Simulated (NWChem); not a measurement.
System: C2H3F2, doublet; SMILES C[C](F)F

Here is an NWChem input.

```
start job
memory heap 200 mb stack 900 mb global 1100 mb
geometry units angstroms noautosym nocenter noautoz
  C      0.039625     1.391801     0.000000
  C     -0.292284    -0.052668     0.000000
  F      0.071800    -0.721596    -1.087169
  F      0.071800    -0.721596     1.087169
  H      1.136122     1.538731     0.000000
  H     -0.376416     1.874213    -0.894206
  H     -0.376416     1.874213     0.894206
end
basis spherical
  * library iglo-ii
end
dft
  odft
  mult 2
  xc xctpssh
  iterations 150
end
property
  hyperfine
end
task dft property
```

Excerpt of the output:

```
             Northwest Computational Chemistry Package (NWChem) 7.3.0
             --------------------------------------------------------

                             Geometry "geometry" -> ""
                             -------------------------

 Output coordinates in angstroms (scale by  1.889725989 to convert to a.u.)

  No.       Tag          Charge          X              Y              Z
 ---- ---------------- ---------- -------------- -------------- --------------
    1 C                    6.0000     0.03962500     1.39180100     0.00000000
    2 C                    6.0000    -0.29228400    -0.05266800     0.00000000
    3 F                    9.0000     0.07180000    -0.72159600    -1.08716900
    4 F                    9.0000     0.07180000    -0.72159600     1.08716900
    5 H                    1.0000     1.13612200     1.53873100     0.00000000
    6 H                    1.0000    -0.37641600     1.87421300    -0.89420600
    7 H                    1.0000    -0.37641600     1.87421300     0.89420600

 Effective nuclear repulsion energy (a.u.)     123.6721173956

                              NWChem Property Module
                              ----------------------

  itol2e modified to match energy
  convergence criterion.

                                 NWChem DFT Module
                                 -----------------

 Summary of "ao basis" -> "ao basis" (spherical)
 ------------------------------------------------------------------------------
       Tag                 Description            Shells   Functions and Types
 ---------------- ------------------------------  ------  ---------------------
 C                          iglo-ii                 10       22   5s4p1d
 F                          iglo-ii                 10       22   5s4p1d
 H                          iglo-ii                  4        6   3s1p

  itol2e modified to match energy
  convergence criterion.

[...]

          ----------------------
          Hyperfine Interactions
          ----------------------

 Total Spin Density (Fermi Contact Term)
 ------------------ --------------------
     Atom            x         y         z       Density (a.u.)      Aiso(MHz)     Aiso(Gauss)
     1  13-C      0.07488   2.63012   0.00000       0.033757         37.949764      13.541396
     2  13-C     -0.55234  -0.09953   0.00000       0.359941        404.642245     144.386171
     3  19-F      0.13568  -1.36362  -2.05445       0.058825        247.502115      88.314760
     4  19-F      0.13568  -1.36362   2.05445       0.058825        247.502104      88.314756
     5   1-H      2.14696   2.90778   0.00000       0.023002        102.814046      36.686546
     6   1-H     -0.71132   3.54175  -1.68980       0.001828          8.170568       2.915457
     7   1-H     -0.71132   3.54175   1.68980       0.001828          8.170567       2.915457

           -------------------------------------------
           Anisotropic Interaction (Spin-Dipolar Term)
           -------------------------------------------

 ------------------------------------------------------------
     Atom            x         y         z
 ------------------------------------------------------------
     1  13-C      0.07488   2.63012   0.00000

   Spin-Dipolar term (a.u.)
        xx             yy             zz             xy             xz             yz
 ------------------------------------------------------------------------------------------
      -0.026639       0.056818      -0.030179       0.038445       0.000000       0.000000

   Principal Comp. of -hf- tensor (au)            Anisotropic -hfcc- (MHz)               Anisotropic -hfcc- (Gauss)
 --------------------------------------------------------------------------------------------------------------------------
     -0.041649     0.071828    -0.030179      -5.588904     9.638617    -4.049713      -1.994257     3.439292    -1.445036

   Orientation of the principal axis of Hyperfine Tensor w.r.t absolute (molecular) frame
 --------------------------------------------------------------------------------------------------------------------------
      0.931518     0.363695     0.000000
     -0.363695     0.931518    -0.000000
     -0.000000     0.000000     1.000000

 ------------------------------------------------------------
     Atom            x         y         z
 ------------------------------------------------------------
     2  13-C     -0.55234  -0.09953   0.00000

   Spin-Dipolar term (a.u.)
        xx             yy             zz             xy             xz             yz
 ------------------------------------------------------------------------------------------
       1.052468      -0.508042      -0.544425       0.259714       0.000000       0.000000

   Principal Comp. of -hf- tensor (au)            Anisotropic -hfcc- (MHz)               Anisotropic -hfcc- (Gauss)
 --------------------------------------------------------------------------------------------------------------------------
      1.094556    -0.550131    -0.544425     146.879000   -73.822330   -73.056670      52.409991   -26.341599   -26.068393

   Orientation of the principal axis of Hyperfine Tensor w.r.t absolute (molecular) frame
 --------------------------------------------------------------------------------------------------------------------------
      0.987122    -0.159971     0.000000
      0.159971     0.987122    -0.000000
      0.000000     0.000000     1.000000

[...]
```

Level: TPSSh/IGLO-II, spin-unrestricted, contact and dipolar terms. In the optimisation the excess spin sits in a' (Cs, its own frame). Structure relaxed at the PBE0/def2-SVP, spin-unrestricted level. No stability test was run on the SCF state.
